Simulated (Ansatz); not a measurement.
One change: `B[SiH](F)Br` becomes `BC(F)Br`.

Ansatz, PBE0-D4/def2-TZVP geometries, multiplicity 1. 

Scalar relativity is left out up to krypton.

```tsv
property	`B[SiH](F)Br`
HOMO–LUMO gap (PBE/def2-TZVPP) / eV	4.15
HOMO energy (PBE/def2-TZVPP) / eV	-7.08
HOMO energy (ωB97M-V/def2-TZVPP) / eV	-10.39
zero-point energy (PBE0-D4/def2-TZVP) / kJ/mol	87.8
LUMO energy (ωB97M-V/def2-TZVPP) / eV	-0.11
size of the dipole moment (B3LYP/def2-TZVPP) / D	1.28
```

Question: Give the same properties after the change, and the shifts. (An estimate is asked.)

Answer: Computed: 
| property | `BC(F)Br` | shift |
| --- | --- | --- |
| HOMO–LUMO gap (PBE/def2-TZVPP) / eV | 4.97 | 0.82 |
| HOMO energy (PBE/def2-TZVPP) / eV | -7.35 | -0.27 |
| HOMO energy (ωB97M-V/def2-TZVPP) / eV | -10.95 | -0.56 |
| zero-point energy (PBE0-D4/def2-TZVP) / kJ/mol | 108.5 | 20.7 |
| LUMO energy (ωB97M-V/def2-TZVPP) / eV | 0.63 | 0.74 |
| size of the dipole moment (B3LYP/def2-TZVPP) / D | 1.28 | 0.00 |

With PBE0 the HOMO falls by 0.41 eV and the LUMO rises by 0.63 eV, so the gap widens by about 1.04 eV. PBE moves the HOMO by -0.27 eV and ωB97M-V by -0.56 eV. Dipoles are sizes alone; their direction can turn.

B3LYP here is the variant with VWN-RPA as its local correlation; programs differ in this.

Spin–orbit coupling is left out; it splits and shifts lone-pair levels of the heavy atoms by tenths of an eV.
